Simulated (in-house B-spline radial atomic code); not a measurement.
Configurations of Ce, with energies counted from [Xe] 4f1 5d1 6s2. Level of theory: scalar-relativistic (X2C) LC-wPBE, spin-polarised, spherical fractional occupations, exact exchange averaged over the configuration, Fermi nucleus of rms radius 4.8771 fm; calculated with an all-electron radial atomic-structure program (B-spline basis). Shells without spins written out take the highest spin.

Occupations are held fixed; configurations that lie above the ionisation limit could autoionise.

```tsv
configuration	E - E(ref) (eV)	highest orbital	its <r> (bohr)
[Xe] 4f2 6s2	-0.31928	6s down	4.712
[Xe] 5d1 6s2 7f1	12.052	7f up	46.68
[Kr] 4d9 4f1 5s2 5p6 5d2 6s2	110.5	6s down	4.386
```

Problem. Order these further configurations by energy, lowest first.
A. [Kr] 4d9 4f2 5s2 5p6 5d1 6s2
B. [Kr] 4d9 4f1 5s2 5p6 5d1 6s2 6p1
C. [Xe] 4f1 5d1 6s1 7s1
D. [Xe] 4f1 5d1 6s1 7p1

Solution. C (3.1965 eV), D (3.7674 eV), A (103.82 eV), B (113.92 eV).

Problem. Is the reference the lowest configuration at this level of theory?

Solution. No: [Xe] 4f2 6s2 lies 0.3193 eV lower with this functional.
